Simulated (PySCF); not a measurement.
# Calculated properties of `[H]/N=C/C(C)=C/C=C`

Compound: C6H9N.
Z-matrix (Å and degrees, PBE0-D3(BJ)/def2-SVP geometry), rows numbered from 1:
```
C 
C   1  1.3427
C   2  1.4468  1  123.53
C   3  1.3564  2  127.29  1  -179.94
C   4  1.4931  3  125.98  2     0.00
C   4  1.4667  3  117.53  2   179.97
N   6  1.2742  4  121.73  3   179.97
H   1  1.0946  2  121.17  3    -0.03
H   1  1.0923  2  121.62  3  -180.00
H   2  1.0945  1  118.76  3  -179.97
H   3  1.0974  2  115.57  1     0.06
H   5  1.0965  4  113.03  3    -0.37
H   5  1.1009  4  109.93  3  -122.49
H   5  1.1010  4  109.95  3   121.71
H   6  1.1079  4  114.86  3    -0.04
H   7  1.0230  6  110.45  4   180.00
```

Structural features include: imine and C=C double bond.

**PBE0-D3(BJ)/def2-SVP geometry optimisation, gas phase (PySCF)**

| Quantity | Value |
| --- | --- |
| Point group | Cs |
| Rotational constants A, B, C | 7.367, 1.306, 1.117 GHz |

B3LYP/def2-SVPD ground state, ΔSCF and vertical TDDFT (core frozen in the response) (PySCF):

| Property | Result |
| --- | --- |
| Dipole moment | 1.85 D |
| HOMO energy | -6.49 eV |
| LUMO energy | -1.94 eV |
| HOMO–LUMO gap | 4.55 eV |
| Lowest singlet excitation | 4.35 eV (285 nm, f = 0.001) |
| Strongest line among the 10 lowest singlet transitions | S2 at 4.74 eV (261 nm, f = 0.839) |
| Lowest triplet excitation (Tamm–Dancoff) | 2.62 eV |
| Static isotropic polarisability | 97.3 au |
| Vertical ionisation energy | 8.43 eV |
| Electronic spatial extent ⟨r²⟩ about the centre of nuclear charge | 1041 bohr² |

From KT2/pcSseg-1 ground state and GIAO shieldings, non-relativistic (PySCF):

| Property | Result |
| --- | --- |
| 13C chemical shifts (computed TMS as zero) by class | 166.0 (C6), 138.5 (C4), 137.4 (C3), 130.7 (C2), 118.7 (C1), 13.2 (C5) ppm |
| 1H chemical shifts (computed TMS as zero) by class | 9.89 (H16), 7.95 (H15), 6.89 (H10), 5.94 (H11), 5.44 (H8), 5.39 (H9), 2.01 (H12/H13/H14) ppm |
| Isotropic shieldings of nuclei other than C and H, by class | -69 (N7) ppm |

From B3LYP/pcJ-1 indirect spin-spin coupling, non-relativistic, gas phase; spin–dipole term left out for some pairs (PySCF):

| Item | Value |
| --- | --- |
| Largest of the computed one-bond spin–spin couplings (means over like bonds) | 13C–1H +171.9 (C1–H9), 13C–1H +165.7 (C1–H8), 13C–1H +161.2 (C6–H15), 13C–1H +160.3 (C2–H10), 13C–1H +157.7 (C3–H11), 13C–1H +135.4 (C5–H12 and 2 like it), 13C–13C +77.4 (C3–C4), 13C–13C +76.2 (C1–C2) Hz |

Monoisotopic mass from the formula: 95.0735 u.

A dipole of 1.85 D is allowed in Cs, and pure rotational transitions are dipole-allowed. In wavenumbers S1 is 35100 cm⁻¹ (1 eV = 8065.54 cm⁻¹). The ΔSCF ionisation energy exceeds −ε(HOMO) by 1.94 eV with B3LYP. The vertical singlet–triplet gap S1 − T1 is 1.73 eV (TDDFT singlet less Tamm–Dancoff triplet; S1: HOMO−1→LUMO, weight 0.97; T1: HOMO→LUMO, weight 0.96).

One conformer stands for the species.
